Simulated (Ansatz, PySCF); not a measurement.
Gas-phase reaction in SMILES: O=BF [fluoro(oxo)borane] → O=BF as triplet, charge 0
Structures are relaxed separately at B3LYP-D3(BJ)/def2-TZVP in Ansatz (a first-principles code). A spin state is the lowest found, not a proven ground state.
Geometry of the first species:
```
B
O 1 1.2071
F 1 1.2860 2 180.00
```

Wanted: adiabatic triplet-singlet gap (0 K, with B3LYP-D3(BJ) harmonic zero-point energies from PySCF), in eV. Correlated levels leave the core frozen unless marked. Open shells are spin-unrestricted. Spin-orbit coupling is left out. No relativistic terms. CBS marks a two-point X^-3 extrapolation of the correlation energy; Hartree-Fock from the larger set.

| level | program | adiabatic triplet-singlet gap (eV) |
|---|---|---|
| revPBE-D4/def2-TZVPD | Ansatz + dftd4 | … |
| BHLYP-D4/def2-TZVPD | Ansatz + dftd4 | … |
| PW6B95-D4/def2-TZVPD | PySCF + dftd4 | 4.23 |
| M06-2X/def2-TZVPD | PySCF | 4.23 |
| B2PLYP-D4/def2-TZVPD | Ansatz + dftd4 | … |
| SCS-MP2/aug-cc-pVTZ | Ansatz | 4.58 |
| CCSD(T)/CBS(cc-pVTZ,cc-pVQZ) | Ansatz | 4.40 |

Q: Complete the blanks.

A: 
- revPBE-D4/def2-TZVPD, adiabatic triplet-singlet gap (eV): 4.10
- BHLYP-D4/def2-TZVPD, adiabatic triplet-singlet gap (eV): 3.90
- B2PLYP-D4/def2-TZVPD, adiabatic triplet-singlet gap (eV): 4.33
